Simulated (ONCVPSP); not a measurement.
Which change was made? (Se, ONCV)

* Element: Se
* Generator: ONCVPSP 4.0.1
* Type: optimised norm-conserving Vanderbilt (ONCV)
* Functional: PBE
* Relativity: scalar-relativistic
* Frozen core: [Ar] 3d10
* Valence charge: 6
* Reference configuration: 4s1.5 4p4.5
* Partial waves: 4s: rc 1.35 bohr, ncon 4, nbas 7, qcut 5.7 1/bohr, 2 projectors, debl 0.7 Ha; 4p: rc 1.55 bohr, ncon 5, nbas 9, qcut 5.2 1/bohr, 2 projectors, debl 1.3 Ha
* Local potential: polynomial inside 0.85 bohr (lpopt 5, dvloc0 0 Ha)
* Core correction: Teter function, fcfact 4.5, rcfact 1.8

Cutoffs, loose and tight: the cutoffs (Ha) at which the residual kinetic energy of the hardest occupied pseudo-wave falls to 1 and 0.1 mHa per electron. They do not see the model core or the augmentation charge, which bear on the density cutoff. Test errors are all-electron minus pseudo excitation energies from the reference, over the configurations 4s2 4p4; 4s2 4p3; 4s2 4p2; 4s1 4p4; variants that change the core or the reference have their own tests.

The base gives: outcome: generated; cutoff, loose: 12 Ha; cutoff, tight: 56 Ha; bound ghosts: s; GHOST(+) flags above zero: s, p; largest test error (meV): -216.

**Question.** After one change the result is: outcome: generated; cutoff, loose: 12 Ha; cutoff, tight: 56 Ha; bound ghosts: s; GHOST(+) flags above zero: s, p; largest test error (meV): -90. Which change was it?
A. core correction Teter function, fcfact 2.1, rcfact 1.8
B. core correction Teter function, fcfact 3, rcfact 1.8
C. core correction Teter function, fcfact 1.4, rcfact 1.8

**Answer.** C. The others give: core correction Teter function, fcfact 2.1, rcfact 1.8 → outcome: generated; cutoff, loose: 12 Ha; cutoff, tight: 56 Ha; bound ghosts: s; GHOST(+) flags above zero: s, p; largest test error (meV): -121 | core correction Teter function, fcfact 3, rcfact 1.8 → outcome: generated; cutoff, loose: 12 Ha; cutoff, tight: 56 Ha; bound ghosts: s; GHOST(+) flags above zero: s, p; largest test error (meV): -159.
